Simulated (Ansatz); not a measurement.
C$_{4}$H$_{13}$OSi$_{2}$, charge +2, doublet, geometry from GFN2-xTB of the parent state (a state made from the parent by changing its charge; the spin is typed, not shown lowest); MP2/6-31G* (Ansatz, an electronic-structure program).

Here is a job for Ansatz.
Ansatz 0.2 input:
```yaml
crystal:
  periodic: [false, false, false]
  atoms:
    - {symbol: C, position_ang: [2.54429434, -1.15565672, 0.38551541]}
    - {symbol: Si, position_ang: [1.60568653, 0.50154320, 0.29390979]}
    - {symbol: C, position_ang: [1.73387095, 1.29576066, -1.43611622]}
    - {symbol: O, position_ang: [0.02749470, 0.21813221, 0.61135266]}
    - {symbol: Si, position_ang: [-1.42838258, -0.47349254, 0.40248862]}
    - {symbol: C, position_ang: [-2.73137060, 0.81130966, 0.89853383]}
    - {symbol: C, position_ang: [-1.65077303, -0.99566754, -1.41222267]}
    - {symbol: H, position_ang: [3.60293208, -1.02459373, 0.18627670]}
    - {symbol: H, position_ang: [2.44145708, -1.61798270, 1.36210547]}
    - {symbol: H, position_ang: [2.14578134, -1.85133861, -0.35197875]}
    - {symbol: H, position_ang: [1.16267836, 2.21693490, -1.49629716]}
    - {symbol: H, position_ang: [1.34278761, 0.61356825, -2.18993049]}
    - {symbol: H, position_ang: [2.76356988, 1.52338513, -1.69225210]}
    - {symbol: H, position_ang: [-1.44085649, -1.64656379, 1.28606542]}
    - {symbol: H, position_ang: [-3.73075146, 0.39130508, 0.84458624]}
    - {symbol: H, position_ang: [-2.70420642, 1.68348133, 0.25123265]}
    - {symbol: H, position_ang: [-2.57202969, 1.15494265, 1.91573436]}
    - {symbol: H, position_ang: [-2.61675193, -1.46414242, -1.57349805]}
    - {symbol: H, position_ang: [-1.58480444, -0.14274385, -2.08301828]}
    - {symbol: H, position_ang: [-0.88814898, -1.70849586, -1.71368738]}
basis:
  gaussian:
    orbitals: 6-31G*
total_charge: 2
magnetization: {spin_polarized: true, initial_magnetization: 1}
correlation: {method: mp2}
```

What the program printed (banner, timings and long lists left out):

```
Functional definition: HF
1439 factors; integrals over basis functions are off by at most 9.0e-4 eV
mean field evaluation 1: about -22059.2230 eV, gradient 4.8e1 eV
mean field evaluation 2: about -22059.3030 eV, gradient 4.8e1 eV
mean field evaluation 4: about -22069.4401 eV, gradient 5.9e0 eV
mean field evaluation 8: about -22069.9245 eV, gradient 1.1e0 eV
mean field evaluation 16: about -22070.5301 eV, gradient 1.9e-1 eV
mean field evaluation 32: about -22070.0356 eV, gradient 5.0e0 eV
mean field evaluation 64: about -22054.7841 eV, gradient 4.8e1 eV
mean field -22070.53196014 eV, -811.0770895914 hartree, gradient 2.6e-6 eV, S^2 0.769254; 8 other end points of the search recorded, 0 dependent functions left out
15 core orbitals not correlated
reference -22070.53196014 eV, -811.0770895914 hartree; 21, 20 occupied and 103, 104 virtual orbitals, 1439 factors
second order -22.66167095 eV of doubles, -0.00000000 eV of singles
Total energy: -22093.19363109 eV, -811.9098906381 hartree
```
